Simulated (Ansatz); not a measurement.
Cartesian coordinates (Å):
```xyz
8

C      1.4844    -0.0062    -0.0968
C      0.2241     0.0500    -0.0132
C     -1.1747     0.0654     0.0782
H      2.0138    -0.9599    -0.1588
H      2.0797     0.9113    -0.1090
H     -1.5401     0.4539     1.0329
H     -1.6593     0.5055    -0.7977
H     -1.4280    -1.0200     0.0644
```
Charge +2, spin multiplicity 2.

Method: frozen-core CCSD(T)/cc-pVTZ // B3LYP-D3(BJ)/def2-TZVP run with Ansatz (a program for electronic structure). The geometry is that of the parent before the electron was removed.

```yaml
HF energy: -115.59566 Ha
MP2 correlation energy: -0.40854 Ha
```

Task: Estimate the CCSD correlation energy, the (T) correction, the total energy and the T1 diagnostic.

Result: 
CCSD correlation energy: -0.44660 Ha
(T) correction: -0.01980 Ha
CCSD(T) total energy: -116.06207 Ha
T1 diagnostic: 0.029
